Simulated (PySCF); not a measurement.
Computed shifts of a molecule CH7AlOSi, PySCF with PBE/pcSseg-1, GIAO, gas phase, equivalent atoms averaged, in ppm (number of nuclei): ¹³C: -3.9 (1). ¹H: 4.09 (1), 3.27 (3), 0.13 (3). ²⁹Si: -145.4 (1). References: ¹³C against TMS (σ = 182.0 ppm); ¹H against TMS (σ = 31.49 ppm); ¹⁷O against H2O (σ = 334.3 ppm); ²⁹Si against TMS (σ = 335.4 ppm), references at their B3LYP-D3(BJ)/def2-TZVP geometries, non-relativistic. The structure is a stationary point at r2SCAN-D4/def2-SVP. The values are those of a single conformer.

Question: Identify the compound among the candidates.
(A) C[O][AlH][SiH3]
(B) [CH3][Al]([OH])[SiH3]
(C) [CH3][AlH][O][SiH3]

Answer: B, [CH3][Al]([OH])[SiH3]
